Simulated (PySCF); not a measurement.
NMR data simulated for an unnamed compound:

$^{1}$H NMR (500 MHz, computed): δ 12.18 (d, 1H), 4.81 (d, 1H), 2.75 (s, 12H).

$^{13}$C{$^{1}$H} NMR (computed): δ 250.7 (CH), 40.3 (CH3).

PySCF calculation with σ from GIAO-PBE0/pcSseg-1 and coordinates at the GFN2-xTB level; single conformer, no relativistic terms, rapidly exchanging positions averaged, isolated molecule.

Scale: $^{1}$H, $^{13}$C against TMS (reference shieldings calculated alike).

Task: Which of these does the molecule contain: a nitrile, a ketone, a Si–H bond, an N-methyl group, a CH3CH2 unit?

Result: 
- A nitrile: no.
- A ketone: no.
- A Si–H bond: yes (δH 4.81 (d)).
- An N-methyl group: yes (δC 40.3; δH 2.75 (s)).
- A CH3CH2 unit: no.

The data belong to SMILES CN(C)[SiH](C=O)N(C)C, C$_{5}$H$_{14}$N$_{2}$OSi; they needn't prove each group on their own.

Carbon signals by region: 1 in the far downfield region (above 160 ppm), 1 below 50 ppm. Above 160 ppm: 250.7, carbonyl carbon.

Shifts are as computed. Against solution values, carbons near 30 ppm lie about +3 ppm off and those near 130 ppm about +5 ppm. Of 1309 compounds with measured shifts, 239 miss one by over three times the rms of a fit or turn the order of signals round; such compounds aren't used in these exercises. No couplings were computed; multiplicities are counted from neighbouring protons, with m where these are inequivalent, close in shift, in a saturated or five-membered ring or joined by F or P, and br s for small geminal =CH2 splittings.
